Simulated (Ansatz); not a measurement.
The lowest singlet and triplet of AlCl (SMILES [Al][Cl]); geometries from B3LYP-D3(BJ)/def2-TZVP, each state relaxed from the structure named, with no frequency check.
Singlet (charge 0, multiplicity 1):
```tsv
atom	x (Å)	y (Å)	z (Å)
Al	0.0000	0.0000	-1.2241
Cl	0.0000	0.0000	0.9361
```
Triplet (charge 0, multiplicity 3):
```tsv
atom	x (Å)	y (Å)	z (Å)
Al	0.0000	0.0000	-1.2044
Cl	0.0000	0.0000	0.9210
```

```
level                                         gap E(singlet) − E(triplet), adiabatic (eV)  cost
--------------------------------------------  -------------------------------------------  ----
R-HF/cc-pV(Q+d)Z                                                                   -2.089     -
R-SVWN5/def2-TZVPP                                                                 -3.033  ×0.7
R-PBE/def2-TZVPP                                                                   -2.864    ×1
U-r2SCAN/def2-TZVPP                                                                -2.612    ×2
U-PBE0/def2-TZVPP                                                                  -2.800    ×1
U-wB97X-V/def2-TZVPP                                                               -3.035    ×2
R-MP2/cc-pV(D+d)Z                                                                  -2.768     -
R-SCS-MP2/cc-pV(D+d)Z                                                              -2.908     -
R-CCSD/cc-pV(D+d)Z                                                                 -2.974     -
R-CCSD(T)/cc-pV(Q+d)Z                                                              -2.958    ×6
R-CCSDT/cc-pV(D+d)Z                                                                -2.989     -
SC-NEVPT2 on SA-CASSCF(2,3)/cc-pV(D+d)Z                                            -3.005     -
FIC-NEVPT4(SD) on SA-CASSCF(2,3)/cc-pV(Q+d)Z                                       -2.957     -
FIC-MRCISD+Q on SA-CASSCF(2,3)/cc-pV(Q+d)Z                                         -2.956     -
```

The rows run from -3.035 (U-wB97X-V/def2-TZVPP) to -2.089 eV (R-HF/cc-pV(Q+d)Z). The 3 U-functionals in def2-TZVPP without D3 or D4 span 0.423, from U-wB97X-V to U-r2SCAN.

A positive gap puts the triplet lower; no zero-point energy. R- takes a restricted singlet. U- takes an unrestricted singlet (broken symmetry where lower, unprojected). The triplet is unrestricted in single-reference levels. Active spaces average the two states.

Correlated levels freeze the cores.

Codes used: Ansatz (an electronic-structure program). Each number belongs to the level named beside it.

Costs are rough ratios of core time to R-PBE/def2-TZVPP (about 1.8 s over the structures, on one shared machine); a dash marks a level with no comparable run of its own. 

Measured: 1Σ+ below a 3Πr by 24658 cm-1 = 70.5 kcal/mol (between the minima) [Huber and Herzberg (1979), NIST Chemistry WebBook].
